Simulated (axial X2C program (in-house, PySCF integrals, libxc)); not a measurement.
## NaMn⁻: from the spin-free to the two-component result

Computed with an axial X2C code built on PySCF integrals. Spin-free means the one-electron spin-free X2C Hamiltonian; two-component (2c) means X2C with spin–orbit coupling and atomic mean-field two-electron Coulomb and Gaunt terms, so the difference of the two also holds small scalar two-electron terms. Basis: Mn dyall-acv3z [10s11p7d4f2g], Na dyall-av3z [10s9p5d2f] (cores contracted in-house); Gaussian nuclei, density fitting, unrestricted open shells. Masses: Mn 54.938 u, Na 22.990 u.

Spin-free state: M_S = 5/2, Λ = 0 (beyond evenly filled blocks: σα, π+α, π-α, δ+α, δ-α); fragments Mn- + Na.

```json
{"level": "PBE0", "Re (Å)": "3.629", "ωe (cm⁻¹)": "80.8", "μ (D)": "-7.18"}
{"level": "HF", "Re (Å)": "3.737", "ωe (cm⁻¹)": "79.0", "μ (D)": "-7.12"}
{"level": "CCSD", "Re (Å)": "3.753", "ωe (cm⁻¹)": "68.4", "μ (D)": "n/a"}
{"level": "CCSD(T)", "Re (Å)": "3.726", "ωe (cm⁻¹)": "72.0", "μ (D)": "n/a"}
```

Correlated methods: 9 electrons correlated (number of frozen shells: Mn 3 s, 2 p; Na 2 s, 1 p), 333 virtual spin orbitals or spinors in MP2, 90 natural virtuals in coupled cluster.

Dipoles are positive if Na is the positive end and refer to the centre of mass.

Two-component determinant lowest at the distance of the search:

Ω = 5/2 (⟨Sz⟩ = 2.51, ⟨Lz⟩ = -0.01 at HF); fragments Mn- + Na.

```json
{"level": "PBE0", "Re (Å)": "3.630", "ωe (cm⁻¹)": "80.8", "μ (D)": "-7.19"}
{"level": "HF", "Re (Å)": "3.738", "ωe (cm⁻¹)": "78.9", "μ (D)": "-7.04"}
{"level": "CCSD", "Re (Å)": "3.753", "ωe (cm⁻¹)": "68.7", "μ (D)": "n/a"}
{"level": "CCSD(T)", "Re (Å)": "3.726", "ωe (cm⁻¹)": "72.1", "μ (D)": "n/a"}
```

Task: From the two tables, how do the constants change at the CCSD(T) level (2c against spin-free)?

Result: At the CCSD(T) level Re is unchanged within 0.001 Å and ωe doesn't move by more than 0.2 cm⁻¹.

One determinant describes the state; a PBE0 search over occupations chose it and may have missed a lower one. De is not given where an atomic determinant may have missed its ground term or J level, or where the truncated virtual space spoils (T). Density functionals use the spin component along the axis (collinear). Coupled cluster ran in a truncated set of natural virtual spinors; the MP2 energy of the rest was added. (T) has no such correction and the atoms are truncated less, which lowers De at CCSD(T) by a hundredth of an eV or more. Other states lie close and PBE0, whose exact exchange favours high spin, may order them wrongly; the determinant shown need not be the ground state. The nearest other spin-free determinant of the search, M_S = 7/2, Λ = 0, lies 0.41 eV up at the distance of the search. Without a current term, density functionals place determinants with orbital angular momentum somewhat too high. With several unpaired electrons one determinant need not be a pure state. The highest occupied level of some functionals is positive through self-interaction error; at Hartree–Fock it is bound. This is the top spin component of a Σ state; components of lower Ω are not single determinants and can lie lower. The determinant is spin-polarised beyond a pure state at some levels (its spin-free form has ⟨S²⟩ too high), which makes Re and μ there less reliable. The T1 diagnostic is large, a sign of multireference character.
